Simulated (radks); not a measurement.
Results of a calculation; reference values are marked as such.
Ionisation of the promethium ion Pm23+, [Kr] 4d2, to [Kr] 4d1 as the strength of local exchange is varied. Level of theory: scalar-relativistic Kohn-Sham, Slater X-alpha exchange (alpha = 2/3 is LDA exchange), no correlation, spin-unpolarised, spherical densities, finite nucleus; Fermi nuclear charge, rms radius 4.962 fm (a radial shooting solver on a logarithmic mesh with Libxc functionals).

alpha,E(Pm23+) (hartree),exchange (hartree),IE (eV),-e of the level emptied (eV),<r> of it (bohr)
0.612,-9760.9465,-175.5412,719.74,700.46 (4d),0.5835
0.667,-9776.7933,-191.5589,723.80,704.52 (4d),0.5818
0.689,-9783.1376,-197.9771,725.43,706.14 (4d),0.5811
0.693,-9784.2915,-199.1448,725.73,706.44 (4d),0.5810
0.879,-9838.0636,-253.6734,739.59,720.28 (4d),0.5753
0.923,-9850.8175,-266.6394,742.90,723.58 (4d),0.5739

NIST Atomic Spectra Database: 730 +/- 4 eV (theoretical). The Delta-SCF value meets it near alpha = 0.75. Spin polarisation and multiplet splitting are left out, so open shells lie too high by an amount that depends on their filling. Spin-orbit splitting is averaged out at the scalar-relativistic level.

Beside tabulated values, note that spin-unpolarised runs miss the spin-polarisation part of the exchange energy of open shells.
